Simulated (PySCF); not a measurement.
Parent: `[F:1][CH:2]=[C:3]=[CH:4][F:5]`, C3H2F2.

The calculation used PySCF, PBE0-D3(BJ)/def2-TZVP geometry optimisation, gas phase. One conformer each, not checked by frequencies here.

```csv
coordinate of the parent,value
F1–C2,1.337 Å
C2=C3,1.298 Å
C3=C4,1.298 Å
C4–F5,1.337 Å
F1–C2–C3,123.0°
C2–C3–C4,175.5°
C3–C4–F5,122.9°
```

Question: How does the shared frame change in `[CH:1]#[C:2][C:3]([F:4])=[C:5]=[CH:6][F:7]`, C5H2F2? Atoms pair as F1 = F4, C2 = C3, C3 = C5, C4 = C6, F5 = F7 (parent first).

Answer: 
```
  parent  relative  value in the relative  change
   F1–C2     F4–C3                1.343 Å  +0.006
   C2=C3     C3=C5                1.306 Å  +0.008
   C3=C4     C5=C6                1.297 Å  -0.001
   C4–F5     C6–F7                1.335 Å  -0.002
F1–C2–C3  F4–C3–C5                 120.9°    -2.1
C2–C3–C4  C3–C5–C6                 176.0°    +0.5
C3–C4–F5  C5–C6–F7                 122.9°     0.0
```

Of the parent's bonds, C2–C3 changes most (+0.008 Å). Bonds of the relative outside the shared frame: C1≡C2 1.201, C2–C3 1.416 Å. Point group C2 → C1.
